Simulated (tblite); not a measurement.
Isomers of C6H12Si. Method: GFN2-xTB as coded in tblite; computed harmonic values from a numerical Hessian at the method's own geometry, unscaled. This tight-binding method is rough: wavenumbers can miss measured ones by several per cent, in bad cases by 10 to 20. Modes of hydrogen on silicon can be 10 to 20 % off. One conformer each.

Electronic energies: GFN2-xTB at the same geometries; isomer energies are rough at this level and their order can be wrong.

| SMILES | electronic energy, lowest = 0 (kJ/mol) |
| --- | --- |
| C=C[C@H]1C[C@@H]([SiH3])C1 | 0.0 |
| C=C(C)C1C[SiH2]C1 | 10.6 |
| C#CCC(C)(C)[SiH3] | 56.9 |

Question: How do GFN2-xTB zero-point energies change the relative energies?

Answer: 
```
                    SMILES  ZPE (kJ/mol)  of it from modes above 1550 cm⁻¹  electronic (kJ/mol)  with ZPE, lowest = 0 (kJ/mol)  lowest mode (cm⁻¹)  rings
C=C[C@H]1C[C@@H]([SiH3])C1         408.1                             213.2                  0.0                            0.0                 16i      1
         C=C(C)C1C[SiH2]C1         413.0                             218.1                 10.6                           15.6                  37      1
         C#CCC(C)(C)[SiH3]         401.3                             217.8                 56.9                           50.1                  60      0
```

The zero-point energies span 11.7 kJ/mol, from `C#CCC(C)(C)[SiH3]` to `C=C(C)C1C[SiH2]C1`. Slightly imaginary modes are left out of the zero-point energy: `C=C[C@H]1C[C@@H]([SiH3])C1` 15.9i cm⁻¹. The order is unchanged.
